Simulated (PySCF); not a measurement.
Isomers of C6H12Si.

All values: PBE0/def2-SVPD (PySCF) at GFN2-xTB geometries, gas phase, one conformer each. Core orbitals are frozen in the response; Δα² is half the sum of the squared differences of the principal polarisabilities.

Question: Rank by HOMO–LUMO gap, highest first.
A. `[CH2:1]1[CH2:2][SiH:3]([CH:4]2[CH2:5][CH2:6]2)[CH2:7]1` with C2–Si3–C4–C5 -101°, C7–C1–C2–Si3 13°, C1–C2–Si3–C4 -126°, Si3–C4–C5–C6 -109°, C2–Si3–C7–C1 11°
B. `[CH3:1][CH2:2][CH2:3][C:4]#[C:5][CH2:6][SiH3:7]` with C1–C2–C3–C4 64°
C. `C=C1CC[Si]1(C)C`
D. `[CH3:1][CH2:2][C@@H:3]1[CH:4]=[C:5]([SiH3:6])[CH2:7]1` with C1–C2–C3–C4 173°

Answer: A (8.13 eV), B (7.35 eV), D (7.09 eV), C (6.95 eV).

Question: Rank by HOMO energy, highest first.
A. `[CH3:1][CH2:2][C@@H:3]1[CH:4]=[C:5]([SiH3:6])[CH2:7]1` with C1–C2–C3–C4 173°
B. `[CH2:1]1[CH2:2][SiH:3]([CH:4]2[CH2:5][CH2:6]2)[CH2:7]1` with C2–Si3–C4–C5 -101°, C7–C1–C2–Si3 13°, C1–C2–Si3–C4 -126°, Si3–C4–C5–C6 -109°, C2–Si3–C7–C1 11°
C. `[CH3:1][CH2:2][CH2:3][C:4]#[C:5][CH2:6][SiH3:7]` with C1–C2–C3–C4 64°

Answer: C (-6.95 eV), A (-7.24 eV), B (-7.51 eV).

All values together:

```csv
SMILES,μ (D),HOMO (eV),LUMO (eV),α (Å³),Δα (Å³)
C1C[SiH](C2CC2)C1,0.71,-7.51,0.62,13.80,4.77
CCCC#CC[SiH3],0.26,-6.95,0.40,14.86,6.74
C=C1CC[Si]1(C)C,0.65,-7.16,-0.21,14.40,2.97
CC[C@@H]1C=C([SiH3])C1,0.89,-7.24,-0.15,14.55,6.09
CC1=CC[Si]1(C)C,0.69,-6.89,0.42,14.25,2.67
```

Conformers: `[CH2:1]1[CH2:2][SiH:3]([CH:4]2[CH2:5][CH2:6]2)[CH2:7]1` with C2–Si3–C4–C5 -101°, C7–C1–C2–Si3 13°, C1–C2–Si3–C4 -126°, Si3–C4–C5–C6 -109°, C2–Si3–C7–C1 11°; `[CH3:1][CH2:2][CH2:3][C:4]#[C:5][CH2:6][SiH3:7]` with C1–C2–C3–C4 64°; `[CH3:1][CH2:2][C@@H:3]1[CH:4]=[C:5]([SiH3:6])[CH2:7]1` with C1–C2–C3–C4 173°.
